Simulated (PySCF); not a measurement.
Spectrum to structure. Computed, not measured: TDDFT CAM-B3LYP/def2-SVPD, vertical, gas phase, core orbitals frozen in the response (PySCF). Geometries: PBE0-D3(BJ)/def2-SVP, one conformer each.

```tsv
state	E (eV)	f
S1	8.41	0.024
S2	9.13	0.030
S3	9.42	0.026
S4	9.58	0.040
S5	9.84	0.021
S6	10.21	0.035
S7	10.23	0.031
S8	10.40	0.014
S9	10.55	0.077
S10	10.61	0.019
```

Orbital energies (eV): HOMO-3 -12.51, HOMO-2 -12.10, HOMO-1 -11.60, HOMO -10.32, LUMO 1.24, LUMO+1 1.75, LUMO+2 2.19.

**Question.** Which candidate is it?
A. `C=COC(F)(F)F`
B. `CC(=O)C(F)(F)F`
C. `CCOC(F)F`
D. `C(/C=C/C=C)(=C)C`

**Answer.** C. Its S1, at 8.41 eV, is the highest among the candidates; the nearest of the others has S1 at 7.34 eV. S1 is HOMO→LUMO (91%). Löwdin shares by element: HOMO oxygen 52%, carbon 16% or more, hydrogen 15% or more (atoms not listed hold the other 17%); LUMO carbon 49%, hydrogen 12% or more (atoms not listed hold the other 39%). At the same level the other candidates give, for their lowest levels:
- `C=COC(F)(F)F`: 7.34 eV (f 0.135); 7.34 eV (f 0.191); 8.09 eV (f 0.010); 8.53 eV (f 0.001); 9.04 eV (f 0.002); T1 4.37 eV; HOMO -9.22, LUMO 1.00 eV
- `C=C/C=C/C(=C)C`: 4.91 eV (f 1.045); 6.23 eV (f 0.003); 6.43 eV (f 0.000); 6.46 eV (f 0.000); 6.70 eV (f 0.003); T1 2.57 eV; HOMO -7.36, LUMO -0.33 eV
- `CC(=O)C(F)(F)F`: 4.36 eV (f 0.000); 8.06 eV (f 0.017); 8.37 eV (f 0.002); 8.88 eV (f 0.143); 9.27 eV (f 0.109); T1 3.73 eV; HOMO -9.98, LUMO -0.52 eV

The values belong to the conformer `[CH3:1][CH2:2][O:3][CH:4]([F:5])[F:6]`: C1–C2–O3–C4 -174°, C2–O3–C4–F5 -68°.
Triplets come from the Tamm–Dancoff approximation.
